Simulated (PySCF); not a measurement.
NMR data simulated for an unnamed compound:

$^{1}$H NMR (400 MHz, computed): δ 6.50 (dd, J = 17.7, 11.7 Hz, 1H), 6.02 (dd, J = 17.7, 1.3 Hz, 1H), 5.81 (d, J = 1.6 Hz, 1H), 5.75 (d, J = 1.1 Hz, 1H), 5.66 (dq, J = 11.7, 1.3 Hz, 1H).

$^{13}$C{$^{1}$H} NMR (computed): δ 151.3 (C), 142.5 (CH), 128.8 (CH2), 128.8 (CH2).

Non-relativistic Hamiltonian, a single conformation, gas phase. Shielding tensors at PBE0/pcSseg-1 (GIAO); B3LYP/pcJ-1 (pcSseg-1 on Br) coupling constants (without the spin–dipole term); PBE0-D3(BJ)/def2-SVP structure; PySCF 2.14.

References, each an isolated molecule treated in the same way: TMS for $^{1}$H (σref 31.27) and $^{13}$C (σref 184.41).

Which of these does the molecule contain: a three-membered ring, a ketone, a vinyl group CH=CH2, a non-aromatic C=C double bond, a (CH3)2CH unit?

## Answers


- A three-membered ring: no.
- A ketone: no.
- A vinyl group CH=CH2: yes (δC 128.8, 142.5; δH 5.66 (dq), 6.02 (dd), 6.50 (dd)).
- A non-aromatic C=C double bond: yes.
- A (CH3)2CH unit: no.

The data belong to 2-bromo-1,3-butadiene (SMILES C=CC(=C)Br); they needn't prove each group on their own.

Carbon signals by region: 4 in the sp2 and nitrile region (100–160 ppm).

The calculation has no spin–orbit term, so carbons bonded to Br come out too deshielded (the heavy-atom effect is absent). Splittings below 1 Hz are ignored in the labels, and close J values are merged. Unscaled 3J(H,H) at this level run about 10 % above measured values. Shifts are as computed. Against solution values, carbons near 30 ppm lie about +2 ppm off and those near 130 ppm about +5 ppm; carbons on Br a further +13 ppm. Of 1211 compounds with measured shifts, 218 miss one by over three times the rms of a fit or turn the order of signals round; such compounds aren't used in these exercises.
